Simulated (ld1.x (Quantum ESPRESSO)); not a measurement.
Transferability test, TM potential for arsenic (As)

ld1.x (Quantum ESPRESSO) 7.5 input, shortened:

```
&input
   title='As', zed=33., rel=2, dft='PBE', iswitch=3,
   config='[Ar] 3d10 4s2 4p1', rel_dist='average'
 /
 &inputp
   pseudotype=2, tm=.true., lloc=0,
   nlcc=.false.
 /
3
4P  2  1   1.00   0.00  2.00  2.00  0.0
3D  3  2  10.00   0.00  0.70  0.70  0.0
4S  1  0   2.00   0.00  1.40  1.40  0.0
 &test
   configts(1)='3d10 4s2 4p1'
 /
```

Open shells are filled in proportion to 2j + 1 (rel_dist='average').

Energies are relative to the spin-unpolarised reference configuration 3d10 4s2 4p1; without spin polarisation the order of configurations can differ from experiment. The frozen-core shift is the all-electron ΔE with the core orbitals held at their reference shape minus the fully relaxed ΔE.

```
valence configuration  charge  ΔE all-electron (eV)  error AE − PS (meV)  frozen-core shift (meV)
         3d10 4s2 4p3       0               -27.074                 -1.4                     +0.6
         3d10 4s2 4p0      +3                27.708                 +8.9                     +1.0
       3d10 4s2 4p3.3    -0.3               -28.309                 -2.4                     +0.7
         3d10 4s1 4p3      +1                -7.820                 -0.4                     +0.1
         3d10 4s1 4p0      +4                78.354                  +79                      +11
          3d9 4s2 4p4       0                13.014                -1338                     +330
```

(1) What are ΔE and the potential's error for 3d10 4s2 4p2?

Levels in the configuration 3d10 4s2 4p2:

```json
{"level": "3d j=3/2", "all-electron (eV)": "-50.822", "pseudo (eV)": "-50.914"}
{"level": "3d j=5/2", "all-electron (eV)": "-50.093", "pseudo (eV)": "-50.193"}
{"level": "4s j=1/2", "all-electron (eV)": "-23.351", "pseudo (eV)": "-23.353"}
{"level": "4p j=1/2", "all-electron (eV)": "-13.564", "pseudo (eV)": "-13.562"}
{"level": "4p j=3/2", "all-electron (eV)": "-13.229", "pseudo (eV)": "-13.230"}
```

Note: ghost state, extra bound levels that the all-electron valence spectrum of the same l lacks: p1/2 at -184.0 eV. A true bound ghost makes a file unfit for plane-wave use.

Answers

(1) ΔE = -17.922 eV all-electron; the error (AE − PS) is +0.6 meV.
